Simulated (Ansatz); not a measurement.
Stepwise reaction of `[CH3][In]([I])[I]` with hydrogen chloride, as a gas-phase model of exchange steps in deposition or etching. ΔE in kJ/mol.

Gas-phase electronic energies from Ansatz, PBE0-D4/def2-TZVP geometries. CBS: MP2 limit from def2 TZ/QZ plus the TZ coupled-cluster correction, frozen cores. This one scheme is used for every species. DFT in def2-TZVPP. B3LYP here is the variant with VWN-RPA as its local correlation; programs differ in this. def2 core potentials past Kr. For I, In outer-core shells are correlated without core-valence functions, which leaves a few kJ/mol of doubt a bond.

| step | reaction | PBE-D4 | B3LYP-D4 | ωB97M-V | CCSD(T)/CBS |
| --- | --- | --- | --- | --- | --- |
| 1 | `[CH3][In]([I])[I]` + HCl → `[CH3][In]([Cl])[I]` + HI | 28.1 | 27.0 | 25.6 | 33.8 |
| 2 | `[CH3][In]([Cl])[I]` + HCl → `[CH3][In]([Cl])[Cl]` + HI | 28.0 | 26.7 | 25.5 | 33.3 |

Problem. By hand: ΔE of the 2 steps together at CCSD(T)/CBS.

Solution. (33.8) + (33.3) = 67.1 kJ/mol, or 33.5 kJ/mol a step.

In ΔE the steps differ by no more than 0.5 kJ/mol. All are uphill at CCSD(T)/CBS. PBE-D4 differs from CCSD(T)/CBS by -5.7 to -5.3 kJ/mol a step. Only this route is followed, and other bonds may react first. Isolated molecules leave out the surface, adducts and barriers. Largest T1 diagnostic: 0.012.
